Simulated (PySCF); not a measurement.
**How methods differ on the ionisation energy of Rh(3+)**

Rh(3+) [Kr] 4d6 [4d3/2^4 4d5/2^2, M_J = 4] → Rh(4+) [Kr] 4d5 [4d3/2^4 4d5/2^1, M_J = 5/2], as a difference of total energies. Computed with PySCF 2.14 in x2c-TZVPPall-2c, with the two-component X2C-1e Hamiltonian. Correlated levels: [Ar] 3d10 frozen; the 6 highest virtual spinors dropped. "Screened" scales the spin-orbit matrix elements by Boettger's factors to mimic the two-electron term; Breit and QED terms are absent.

| method | ionisation energy (eV) |
| --- | --- |
| GHF (spin-free) | 42.683 |
| GMP2 (spin-free) | 44.103 |
| GHF (screened spin-orbit) | 42.852 |
| GMP2 (screened spin-orbit) | 44.283 |

Q: How much does correlation contribute at GMP2 (screened spin-orbit)?

A: 44.283 − (42.852) = 1.431 eV, measured against GHF (screened spin-orbit).

The spin-free rows relax to the high-spin LS determinant and lack the spin-orbit shift.

Errors of the correlated levels include the incompleteness of this basis and the frozen core.

The labels give the starting determinants; with spin-orbit coupling the two ends relaxed to ⟨J²⟩ = 20.01, ⟨L²⟩ = 6.10, ⟨S²⟩ = 5.96 and ⟨J²⟩ = 8.75, ⟨L²⟩ = 0.03, ⟨S²⟩ = 8.71.

For comparison: 42 ± 1.7 eV (theoretical estimate listed by NIST; NIST Atomic Spectra Database, ionization energies).
